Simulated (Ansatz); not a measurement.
Geometry optimisation, Ansatz 0.2.0, RKS B3LYP-D4/def2-mTZVP.

Input:

```yaml
crystal:
  periodic: [false, false, false]
  atoms:
    - { symbol: Ge, position_ang: [0.0, 0.0, 0.0] }
    - { symbol: H, position_ang: [0.9646, 0.0, 1.4601] }
    - { symbol: F, position_ang: [1.8114, 0.0, 0.5034] }
    - { symbol: F, position_ang: [-0.7913, 1.3709, -0.5594] }
    - { symbol: H, position_ang: [-0.73, -1.2648, -0.5162] }
basis:
  gaussian: { orbitals: def2-mTZVP }
hamiltonian:
  xc: b3lyp
  dispersion: d4
relax:
  f_tol: 0.15
  max_steps: 25
  restrain:
    - { distance: [1, 2], at: 0.92, k: 30.0 }
    - { distance: [0, 1], at: 2.75, k: 30.0 }
    - { distance: [0, 2], at: 2.88, k: 30.0 }
```

Command:

```bash
$ ansatz run input.yaml --threads 1 --pin off --max-ram 2048MiB --backend cpu --events-out ev --progress --plain --runs-dir out
```

Question: Where does it end, and by what steps?

Answer: The forces met the threshold. The restraints hold the end off the free minimum. After 8 steps the energy has fallen by 2.283 eV (the restraints' own energy left out); Ge1 moved furthest, 0.79 Å. Parted: Ge1–F3 (1.88 → 2.88 Å). Joined: H2–F3 (1.28 → 0.93 Å).

```tsv
step	energy less start (eV)	largest force component (eV/Å)	accepted
0	0.0000	5.048	yes
1	0.5945	6.590	yes
2	0.6414	6.814	yes
3	-0.4511	5.537	yes
4	-1.6990	2.281	yes
5	-2.1076	1.382	yes
6	-2.2112	1.489	yes
7	-2.2753	0.437	yes
8	-2.2830	0.286	yes
```

```xyz
5
Properties=species:S:1:pos:R:3
Ge -0.748 -0.096 0.224
H 1.606 0.150 1.632
F 2.057 -0.093 0.856
F -0.863 1.309 -0.855
H -0.798 -1.164 -0.969
```

The run took 30 s on 1 thread of AMD EPYC 7R43 64-Core Processor (Zen 3), on a shared host, peak memory 0.16 GiB.
